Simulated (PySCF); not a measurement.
Precursor series Sc Cl-NH2. All species are isolated molecules in the gas phase. One relaxed conformer stands for each flexible species; it need not be the lowest.

The charge on the central atom (meta-Löwdin) from two functionals at the same geometries (BP86-D3(BJ)/def2-SVP), both in PySCF: PBE-D3(BJ)/def2-TZVP and B3LYP-D3(BJ)/def2-TZVP. B3LYP has the VWN-RPA correlation part, as in Gaussian. 

```json
[
 {"species": "0 of 3 Cl replaced by NH2 ([Sc(Cl)3])", "PBE-D3(BJ)/def2-TZVP (e)": "1.15", "B3LYP-D3(BJ)/def2-TZVP (e)": "1.26"},
 {"species": "1 of 3 Cl replaced by NH2 ([Sc(Cl)2(NH2)])", "PBE-D3(BJ)/def2-TZVP (e)": "1.14", "B3LYP-D3(BJ)/def2-TZVP (e)": "1.25"},
 {"species": "2 of 3 Cl replaced by NH2 ([Sc(Cl)(NH2)2])", "PBE-D3(BJ)/def2-TZVP (e)": "1.12", "B3LYP-D3(BJ)/def2-TZVP (e)": "1.23"},
 {"species": "3 of 3 Cl replaced by NH2 ([Sc(NH2)3])", "PBE-D3(BJ)/def2-TZVP (e)": "1.10", "B3LYP-D3(BJ)/def2-TZVP (e)": "1.21"}
]
```

Over these rows, drawn at random from the members with no instability flagged (it was tested for open shells, ions and some series alone), PBE minus B3LYP-D3(BJ): mean -0.11 e, from -0.11 e to -0.11 e.
